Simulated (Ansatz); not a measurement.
CH₈GeSi (`C[SiH2][GeH3]`) at its PBE0-D4/def2-TZVP geometry, where that method's forces vanish. Charge 0, multiplicity 1.

```xyz
11

C    -1.1322   -0.4935   -1.2422
Si   -0.0513    0.7847   -0.3971
Ge    1.0956   -0.1498    1.4669
H    -1.6539   -0.0532   -2.0949
H    -1.8803   -0.8868   -0.5506
H    -0.5315   -1.3304   -1.6049
H    -0.8793    1.9283    0.0781
H     0.9552    1.3239   -1.3539
H     1.9928   -1.3220    1.0268
H     0.0982   -0.6935    2.5071
H     1.9866    0.8924    2.1647
```

What forces (eV/Å) does B3LYP-D4/def2-TZVPP give on these atoms in Ansatz 0.2.0? (Estimate.)

The calculation gave: 
```
C1  -0.058 -0.063 -0.048
Si2  0.022  0.205 -0.059
Ge3  0.031 -0.027  0.051
H4   0.014 -0.040  0.034
H5   0.027  0.007 -0.044
H6  -0.042  0.030  0.009
H7   0.047 -0.066 -0.031
H8  -0.061 -0.030  0.053
H9   0.011 -0.010  0.006
H10  0.000 -0.007  0.015
H11  0.010  0.001  0.013
```

B3LYP here is the variant with VWN-RPA as its local correlation; programs differ in this.
